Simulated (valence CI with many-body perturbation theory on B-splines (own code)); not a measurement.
The numbers below are computed, except where a source is named.
**Basis-set convergence for Pr⁴⁶⁺**

Method: configuration interaction combined with many-body perturbation theory (CI+MBPT): three valence electrons over a frozen Dirac-Fock core [Ne], a basis of 9 s, 9 p, 8 d, 6 f, 3 g, 1 h functions for each j, with the one-electron correlation potential Σ1 (screened to all orders), the two-electron term Σ2, the three-electron term Σ3, Breit, model QED; selected single and double excitations, second order for the rest, scaled by the run's own slope (own B-spline code, finite nucleus).

The last digits are not significant, and no measured levels were compared; by estimate large intervals hold to a few tenths of a per cent, small ones and those within an open d or f shell to about a per cent.

The reference run has the lowest level (3s^2 3p1/2) J=1/2 and an ionisation energy of 3834.10 eV. Its largest variational space holds 8476 state functions.

Levels are named by their leading jj configuration (3d3/2^4 stands for four electrons in 3d with j = 3/2), which in mixed levels can hold well under half, so a name can repeat and another be missing. Letters in brackets count levels of one name in rising energy.

Changed runs:
A. basis 6 s, 6 p, 5 d, 3 f, 1 g
B. basis 5 s, 5 p, 4 d, 2 f

Excitation energies of the reference run in cm⁻¹, and shifts in cm⁻¹:

| Level | Reference | A | B |
| --- | --- | --- | --- |
| (3s 3p1/2^2) J=1/2 | 941080 | -24 | -82 |
| (3s^2 3p3/2) J=3/2 | 1007740 | -21 | -49 |
| (3s 3p1/2 3p3/2) J=3/2 [a] | 1781750 | -155 | -475 |
| (3s 3p1/2 3p3/2) J=5/2 | 1885650 | -43 | -124 |
| (3s 3p1/2 3p3/2) J=3/2 [b] | 2023130 | +19 | +66 |
| (3s 3p1/2 3p3/2) J=1/2 | 2088750 | +59 | +223 |
| (3s^2 3d3/2) J=3/2 | 2412090 | +280 | +898 |
| (3s^2 3d5/2) J=5/2 | 2572740 | +138 | +372 |
| (3s 3p3/2^2) J=5/2 | 2902060 | +47 | +238 |
| (3p1/2^2 3p3/2) J=3/2 | 2969720 | -32 | -105 |
| (3s 3p1/2 3d3/2) J=3/2 [a] | 3082610 | -5.0 | -53 |
| (3s 3p3/2^2) J=1/2 | 3100530 | +104 | +369 |
| Ionisation energy (eV) | 3834.10 | -0.019 | -0.06 |
